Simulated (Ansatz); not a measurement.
`CCN[SiH3]` and `C[CH2][SbH][SiH3]` differ in one element.

Ansatz, PBE0-D4/def2-TZVP geometries, multiplicity 1. Each molecule was computed in one conformer, which needn't be the lowest.

Elements past krypton have def2 core potentials.

| property | `CCN[SiH3]` |
| --- | --- |
| LUMO energy (PBE0/def2-TZVPP) / eV | 0.52 |
| HOMO–LUMO gap (PBE0/def2-TZVPP) / eV | 7.30 |
| HOMO–LUMO gap (ωB97M-V/def2-TZVPP) / eV | 11.17 |
| size of the dipole moment (B3LYP/def2-TZVPP) / D | 1.27 |
| size of the dipole moment (ωB97M-V/def2-TZVPP) / D | 1.29 |
| ideal-gas entropy at 298 K and 1 bar (rigid rotor, harmonic PBE0-D4/def2-TZVP) / J/(mol·K) | 332 |

Problem. What does the change do to each property? (Best estimate.)

Solution. Computed: 
| property | `C[CH2][SbH][SiH3]` | shift |
| --- | --- | --- |
| LUMO energy (PBE0/def2-TZVPP) / eV | -0.44 | -0.96 |
| HOMO–LUMO gap (PBE0/def2-TZVPP) / eV | 6.36 | -0.94 |
| HOMO–LUMO gap (ωB97M-V/def2-TZVPP) / eV | 9.97 | -1.20 |
| size of the dipole moment (B3LYP/def2-TZVPP) / D | 0.99 | -0.28 |
| size of the dipole moment (ωB97M-V/def2-TZVPP) / D | 0.93 | -0.36 |
| ideal-gas entropy at 298 K and 1 bar (rigid rotor, harmonic PBE0-D4/def2-TZVP) / J/(mol·K) | 381 | 49 |

Dipoles are sizes alone; their direction can turn. Modes under 60 cm⁻¹, often nearly free rotors, make the harmonic entropy too high.

B3LYP here is the variant with VWN-RPA as its local correlation; programs differ in this.

Spin–orbit coupling is left out; it splits and shifts lone-pair levels of the heavy atoms by tenths of an eV.
